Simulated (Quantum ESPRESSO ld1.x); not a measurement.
The numbers below are computed, except where a source is named.
Task: These are the eigenvalues of the occupied orbitals of an atom or ion with whole-number occupations (hartree). Code: ld1.x of Quantum ESPRESSO 7.5. Model: scalar-relativistic Kohn-Sham, PBE, spin-unpolarised, spherical densities, point nucleus.

orbital  eigenvalue
1s         -848.021
2s         -124.108
2p         -111.365
3s         -23.2897
3p         -19.1004
3d         -12.4039
4s         -4.35619
4p         -3.16315
4d         -1.45201

Which element is it, and in what charge state? The configuration may be excited.

Result: Z = 45, rhodium, charge +3: Rh3+ in [Kr] 4d6. The list shows which subshells hold electrons but not how many an open one holds; the 1s level, -848.02 hartree, gives Z - s = 41.2 by -(Z - s)^2/2, which with screening and relativity narrows Z to a few neighbours, and the depths of the outer levels then fix element, charge and occupations together.
